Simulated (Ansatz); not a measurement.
**Abstraction of H: C2H6GeSi + GeH2(CH3)S → C2H5GeSi + GeH2(CH3)(SH)**

Gas-phase species: C2H6GeSi `[SiH3]C#[C][GeH3]`, singlet; GeH2(CH3)S, doublet; C2H5GeSi `[SiH2]C#[C][GeH3]`, doublet; GeH2(CH3)(SH), singlet. A radical takes H: the energy is the difference in strength between the Si–H bond broken and the S–H bond made.

Shapes, held fixed at every level: PBE0-D4/def2-TZVP. Flexible molecules stand in one conformer, not always the lowest. Programs: Ansatz 0.2.0. Electronic energies: no zero-point or thermal term.

| level | kind | ΔE (kJ/mol) | CPU time (sum over the molecules) |
| --- | --- | --- | --- |
| HF/def2-SVP | Hartree–Fock | +33.7 | – |
| SPW92/def2-TZVPP | LDA | -22.9 | 18 s |
| r2SCAN-D4/def2-TZVPP | meta-GGA | -6.5 | 86 s |
| B3LYP-D4/def2-TZVPP | global hybrid | +5.3 | 61 s |
| BHLYP-D4/def2-TZVPP | global hybrid | +16.1 | 58 s |
| r2SCAN0-D4/def2-TZVPP | global hybrid | -1.3 | 89 s |
| B2PLYP/def2-TZVPP | double hybrid | +8.1 | 72 s |

B2PLYP/def2-TZVPP gives ΔE = +8.1 kJ/mol; the levels span -22.9 to +33.7. They disagree on the sign: 4 of 7 are positive. The median of the levels is +5.3. No measured value is set beside it here. Spin contamination: C2H5GeSi (⟨S²⟩ up to 0.87). Open shells run unrestricted. Relativity is left out for Ge. Outer-core shells of Ge are correlated, in sets that cover them unevenly. Times are processor times on shared x86 and Arm servers, and rough.
